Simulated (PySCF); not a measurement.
## Correlation energy of Kr³⁺ (krypton, charge +3)

[Ar] 3d10 4s2 4p3, high-spin 4S determinant. All numbers are calculated (PySCF 2.14, a scalar-relativistic core potential, in aug-cc-pVTZ-PP with ECP10MDF (6s5p4d2f, 55 functions)). Frozen: 3s2 3p6 3d10; 5 electrons correlated.

```json
{"level": "CCSD", "correlation energy (mhartree)": "-98.73"}
{"level": "(T)", "correlation energy (mhartree)": "-2.24"}
{"level": "CCSD(T)", "correlation energy (mhartree)": "-100.97"}
```

Diagnostics: T1 = 0.0016, D1 = 0.0036, largest double amplitude 0.047.

Cost of the coupled-cluster step: about 1.5 core-seconds, for 5 correlated electrons.

Iterations:

```
CC2 = 0
CCSD nocc = (np.int64(4), np.int64(1)), nmo = (46, 46)
frozen orbitals [[0, 1, 2, 3, 4, 5, 6, 7, 8], [0, 1, 2, 3, 4, 5, 6, 7, 8]]
max_cycle = 100
direct = 0
conv_tol = 1e-08
conv_tol_normt = 1e-06
diis_space = 8
diis_start_cycle = 0
Init t2, MP2 energy = -0.0835913229820755
Init E_corr(UCCSD) = -0.083591322982087
cycle = 1  E_corr(UCCSD) = -0.0958882443775157  dE = -0.0122969214  norm(t1,t2) = 0.0289102
cycle = 2  E_corr(UCCSD) = -0.0980472866603111  dE = -0.00215904228  norm(t1,t2) = 0.00719688
cycle = 3  E_corr(UCCSD) = -0.0987474831566635  dE = -0.000700196496  norm(t1,t2) = 0.00226451
cycle = 4  E_corr(UCCSD) = -0.098732547675281  dE = 1.49354814e-05  norm(t1,t2) = 0.000236148
cycle = 5  E_corr(UCCSD) = -0.0987321673823267  dE = 3.80292954e-07  norm(t1,t2) = 1.69719e-05
cycle = 6  E_corr(UCCSD) = -0.0987321148663452  dE = 5.25159815e-08  norm(t1,t2) = 1.56529e-06
cycle = 7  E_corr(UCCSD) = -0.0987321339837019  dE = -1.91173567e-08  norm(t1,t2) = 2.7735e-07
cycle = 8  E_corr(UCCSD) = -0.0987321314552127  dE = 2.52848922e-09  norm(t1,t2) = 4.08735e-08
UCCSD converged
E(UCCSD) = -459.7012480754656  E_corr = -0.09873213145521266
UCCSD(T) correction = -0.00223946486619039
```
